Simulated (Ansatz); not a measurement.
Total energies of C₂H₇ClFNSeTi (`C[N](C)[Ti]([F])([Cl])[SeH]`).

Z-matrix (Å, degrees):
```
Ti
F 1 1.753
N 1 1.832 2 108.4
Cl 1 2.213 2 112.9 3 122.9
C 1 2.822 2 134.7 3 5.7
C 1 2.932 2 85.4 3 -3.8
Se 1 2.443 2 110.3 3 -113.4
H 5 1.093 1 76.1 2 167.2
H 5 1.097 1 123.1 2 -90.3
H 5 1.096 1 124.3 2 64.6
H 6 1.097 1 123.3 2 98.0
H 6 1.090 1 80.5 2 -8.1
H 6 1.097 1 122.0 2 -114.0
H 7 1.469 1 93.8 2 118.2
```

The species carries charge 0 and has multiplicity 1. Correlated methods include outer-core shells of Se, Ti, which these sets cover unevenly. Scalar relativity is left out up to krypton. All single points use the PBE0-D4/def2-TZVP geometry. It is one conformer, not always the lowest. Basis def2-TZVPP, the Gaussian-basis code of Ansatz.

RPA on PBE orbitals: Hartree–Fock energy of these orbitals -3941.60315 Eh, correlation -2.71265 Eh (frozen core).

```csv
functional,energy without D4 (Eh),D4 term (kJ/mol)
LDA (SPW92),-3937.82054,–
PBE,-3945.54814,-42.3
revPBE,-3946.12536,-111.7
BLYP,-3946.57811,-88.9
r2SCAN,-3946.39888,-11.0
B97M-V,-3945.76772,–
PBE0,-3945.67441,-36.7
B3LYP,-3946.64623,-67.9
r2SCANh,-3946.36248,-11.9
r2SCAN0,-3946.31157,-13.2
HSE06 (plane-wave form),-3945.65002,-34.7
BHLYP,-3946.38337,-56.5
CAM-B3LYP,-3946.64033,-38.1
LC-ωPBE,-3945.78502,–
ωB97X-V,-3946.07661,–
ωB97M-V,-3946.25289,–
B2PLYP,-3945.73606,–
PBE-QIDH,-3945.13323,–
```

B3LYP takes the VWN-RPA correlation (the form of Gaussian; ORCA's B3LYP/G). HSE06 is the plane-wave form, built on full-range PBE exchange. The double hybrids freeze the cores in their second-order part.

LC-ωPBE has ω = 0.4 bohr⁻¹.
